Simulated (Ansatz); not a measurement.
Wavefunction ladder for `[O]=[W]([F])([Cl])([Cl])[Cl]`

Z-matrix (Å, degrees):
```
W
F 1 1.859
Cl 1 2.282 2 84.8
Cl 1 2.282 2 84.8 3 -150.2
O 1 1.668 2 103.8 3 104.9
Cl 1 2.279 2 153.8 3 -75.1
```

Total charge 0; spin multiplicity 1. Correlated methods include outer-core shells of W, which these sets cover unevenly. W takes the def2 core potential. The structure was optimised at the PBE0-D4/def2-TZVP level. Frozen core, restricted reference, Ansatz 0.2.0.

```tsv
basis	HF (Eh)	MP2 corr.
def2-SVP	-1618.77471	-1.17435
def2-TZVPP	-1619.51378	-1.58026
def2-QZVPP	-1619.56157	-1.74051
```

(1) Estimate the CCSD correlation energy and the (T) correction in each basis where they were run (hartree).

Results:

(1) 
| basis | CCSD corr. | (T) |
| --- | --- | --- |
| def2-SVP | -1.14095 | -0.04976 |
| def2-TZVPP | -1.55016 | -0.08616 |
